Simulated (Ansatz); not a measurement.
C$_{2}$H$_{5}$FGeO (`C[C](=O)[GeH2][F]`). Charge 0, multiplicity 1.

| atom | x (Å) | y (Å) | z (Å) |
| --- | --- | --- | --- |
| C1 | -0.5081 | -1.3933 | 0.2500 |
| C2 | -0.7948 | 0.0605 | 0.0539 |
| O3 | -1.9000 | 0.5379 | 0.0689 |
| Ge4 | 0.7315 | 1.3268 | -0.2588 |
| F5 | 2.2081 | 0.3895 | -0.1989 |
| H6 | 0.1739 | -1.5208 | 1.0964 |
| H7 | 0.0218 | -1.7812 | -0.6255 |
| H8 | -1.4321 | -1.9484 | 0.4147 |
| H9 | 0.8312 | 2.3750 | 0.8573 |
| H10 | 0.6686 | 1.9541 | -1.6580 |

Q: List the harmonic frequencies (cm⁻¹, unscaled) at PBE0-D4/def2-TZVP in Ansatz. (Estimate.)

A: The calculation gave: 39, 108, 123, 282, 312, 333, 553, 594, 643, 683, 764, 854, 946, 992, 1158, 1372, 1440, 1448, 1792, 2166, 2180, 3044, 3114, 3158.

Q: Is this a minimum?

A: Yes, all 24 modes are real.

Q: Give the ideal-gas thermochemistry at 298.15 K and 1 bar (rigid rotor, harmonic oscillator; point group Cs, symmetry number 1).

A: Zero-point energy 168.1 kJ/mol; H(298) − E = 189.5 kJ/mol; entropy 359.9 J/(mol·K), of which translation 170.2, rotation 113.4, vibration 76.2; G(298) − E = 82.2 kJ/mol. Modes under 100 cm⁻¹ are hindered rotations or soft bends, so the harmonic entropy is rough.

Q: Rotational constants (cm⁻¹)?

A: 0.1837, 0.07701, 0.056.
